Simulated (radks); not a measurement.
Ionisation of the gadolinium ion Gd+, [Xe] 4f7 5d1 6s1, to [Xe] 4f7 5d1 as the strength of local exchange is varied. Method: scalar-relativistic Kohn-Sham, Slater X-alpha exchange (alpha = 2/3 is LDA exchange), no correlation, spin-polarised, spherical densities, point nucleus; open shells are filled with parallel spins first (spin-orbit coupling, left out, can overturn this in heavy ions); computed with a radial shooting solver on a logarithmic mesh with Libxc functionals.

alpha  E(Gd+) (hartree)  exchange (hartree)  IE (eV)  -e of the level emptied (eV)  <r> of it (bohr)
0.565       -11221.5225           -198.3795   11.525                    8.767 (6s)             3.713
0.631       -11244.8085           -222.0404   11.948                    9.197 (6s)             3.654
0.641       -11248.3412           -225.6342   12.013                    9.263 (6s)             3.646
0.667       -11257.5316           -234.9887   12.183                    9.436 (6s)             3.623
0.769       -11293.6625           -271.8368   12.859                   10.131 (6s)             3.537
0.886       -11335.2562           -314.3964   13.656                   10.959 (6s)             3.443
0.961       -11362.0025           -341.8422   14.179                   11.506 (6s)             3.385

NIST Atomic Spectra Database: 12.08 eV (semi-empirical). The Delta-SCF value meets it near alpha = 0.65. Open shells are spherical and high-spin; term and fine-structure splittings are not resolved. Spin-orbit splitting is averaged out at the scalar-relativistic level.
